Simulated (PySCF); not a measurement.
# From computed data to an observable: dipole moment from atomic charges

Si(H)(Cl)(OH)(NH2) (ClH₄NOSi), SMILES N[SiH](O)Cl. Atoms are numbered in the order given.

```xyz
8

Si     0.2903     0.1266     0.4779
N      1.8501    -0.3237    -0.0212
O      0.1103     1.7366     0.1518
Cl    -1.2803    -0.8202    -0.5279
H      0.1331    -0.2492     1.9027
H      2.3003    -1.1489     0.3547
H      2.2095    -0.0668    -0.9330
H     -0.7757     2.0077    -0.1067
```

Coordinates come from a PBE0-D3(BJ)/def2-SVP optimisation. One conformer was computed; it need not be the lowest.

Charges (e) from B3LYP/def2-TZVP (PySCF):

```
atom     IAO  ESP fit
----  ------  -------
Si1    1.278    0.610
N2    -0.865   -0.869
O3    -0.800   -0.556
Cl4   -0.376   -0.246
H5    -0.172   -0.066
H6     0.280    0.362
H7     0.278    0.380
H8     0.375    0.386
```

The dipole moment of the full density is 0.97 D.

Q: What dipole moment does each set of point charges give, and which comes closer to that of the density?

A: 
μ = Σ q r, and 1 e Å = 4.8032 D.
IAO: Σ q r = (0.108, -0.184, 0.179) e Å, |μ| = 1.34 D.
ESP fit: Σ q r = (0.187, -0.055, -0.037) e Å, |μ| = 0.95 D.
ESP fit comes closer in size. Point charges leave out the atoms' own dipoles (lone pairs, polarised bonds); fits to the potential absorb them, partitions of the density don't.
